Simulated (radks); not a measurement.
Values are calculated unless marked as measured or tabulated.
All-electron atom: the platinum anion Pt2- in [Hg]. Code: a radial shooting solver on a logarithmic mesh with Libxc functionals. Model: scalar-relativistic Kohn-Sham, LDA (Slater exchange, Perdew-Wang correlation), spin-unpolarised, spherical densities, finite nucleus; Fermi nuclear charge, rms radius 5.427 fm; Watson sphere of charge +2 and radius 5.8 bohr.

X-ray form factor f0, the Fourier transform of the density (f0(0) = 80):

sin(theta)/lambda (1/angstrom),f0 (electrons)
0.05,78.229
0.1,74.413
0.15,70.244
0.2,66.142
0.25,62.200
0.3,58.492
0.4,51.881
0.5,46.297
0.6,41.563
0.8,33.893
1,27.886
1.25,22.305
1.5,18.590
2,14.524
